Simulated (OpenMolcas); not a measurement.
W4+: effect of the basis set

* Program: OpenMolcas
* Method: SS-CASPT2, IPEA 0.25 Eh, imaginary shift 0.1 Eh (closed shells correlated: 5s 5p)
* Active space: 2 electrons in 10 orbitals (5d 6d)
* State averaging: 2S+1 = 3 even, 10 roots; 2S+1 = 1 even, 15 roots
* Spin-orbit coupling: state interaction with AMFI integrals over the reference wave functions, term energies averaged over their components

A. ANO-R2 [8s6p5d3f2g], X2C, finite nucleus; CASPT2 step roughly 60 core-seconds
B. ANO-RCC-VTZP [8s7p5d3f2g1h], DKH2, point nucleus; CASPT2 step about 70 core-seconds
C. ANO-RCC-VQZP [9s8p6d4f3g2h], DKH2, point nucleus; CASPT2 step about 2.3 core-minutes

Energies in cm⁻¹ above 5d² ³F₂, the measured ground level; measured values from the list in J. Phys. B 45, 065001 (2012).

```tsv
Level	A	B	C	Measured
5d² ³F₂	0.0	0.0	0.0	0.0
5d² ³F₃	6900	6500	6440	
5d² ³F₄	12510	11940	11800	11519
5d² ³P₀	13550	13590	13590	12839
5d² ¹D₂ [58 %]	14200	14000	13820	13742
5d² ³P₁	17430	17190	17140	16331
5d² ¹G₄	23620	23420	23090	22346
5d² ³P₂ [68 %]	23960	23380	23180	22615
5d² ¹S₀	44350	44470	43900	43110
```

Deviations, from unrounded energies. A percentage is the sum of absolute deviations over the sum of measured energies, with the sign that they share, or ± where signs differ.

```json
{"Against measurement": "mean absolute deviation (cm-1)", "Levels": "7", "A": "1000", "B": "780", "C": "570"}
{"Against measurement": "fine structure of the ground term (%)", "Levels": "1", "A": "+8.6", "B": "+3.7", "C": "+2.5"}
{"Against measurement": "other terms of the ground configuration (%)", "Levels": "6", "A": "+4.7", "B": "+3.9", "C": "+2.9"}
```

C lies closest to measurement on these levels and A furthest from it. The largest miss of C in the table is 5d² ³P₁, by +810 cm-1. The ranking rests on the paired levels alone, and a cruder setting can come out closer through cancelling errors.

Among A to C the level of the table that moves most is 5d² ³P₂ [68 %], by 770 cm-1 (lowest in C, highest in A). Moves below CASPT2's spread within the term are not significant.

CASPT2 breaks the degeneracy within a term, and the mean is taken; among the terms shown or strongly mixed into the levels shown the widest spread is 620 cm-1 (5d² ¹G, C). Active for correlation alone: 6d; no level in the range computed is led by a configuration that fills it, so any true level of that kind is missing. Computed and measured levels are paired by configuration, term and J; levels that our copy of the source lacks, or whose pairing is in doubt (as where it misses far off the trend of its configuration), stay unpaired and out of the deviations. Levels of configurations outside the active space are missing.

A share in square brackets marks a mixed level and gives the weight of the term that names it, the lowest over the columns.
